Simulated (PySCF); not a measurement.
CH3ClMg, SMILES [CH3][Mg][Cl].

Coordinates come from a PBE-D3(BJ)/def2-TZVP optimisation.

The numbers are results of PySCF with CAM-B3LYP/def2-TZVPD, not measurements.

Symmetry labels are those of the subgroup Cs that the program uses (full group C3v).

Computed valence orbital energies around the gap with their symmetry:
```json
[
 {"orbital": "HOMO−7", "symmetry": "A'", "energy (eV)": "-23.10"},
 {"orbital": "HOMO−6", "symmetry": "A'", "energy (eV)": "-20.21"},
 {"orbital": "HOMO−5", "symmetry": "A'", "energy (eV)": "-12.29"},
 {"orbital": "HOMO−4", "symmetry": "A\"", "energy (eV)": "-12.29"},
 {"orbital": "HOMO−3", "symmetry": "A'", "energy (eV)": "-11.11"},
 {"orbital": "HOMO−2", "symmetry": "A'", "energy (eV)": "-9.93"},
 {"orbital": "HOMO−1", "symmetry": "A\"", "energy (eV)": "-9.93"},
 {"orbital": "HOMO", "symmetry": "A'", "energy (eV)": "-8.97"},
 {"orbital": "LUMO", "symmetry": "A'", "energy (eV)": "-0.46"},
 {"orbital": "LUMO+1", "symmetry": "A\"", "energy (eV)": "0.36"},
 {"orbital": "LUMO+2", "symmetry": "A'", "energy (eV)": "0.36"},
 {"orbital": "LUMO+3", "symmetry": "A'", "energy (eV)": "1.00"}
]
```
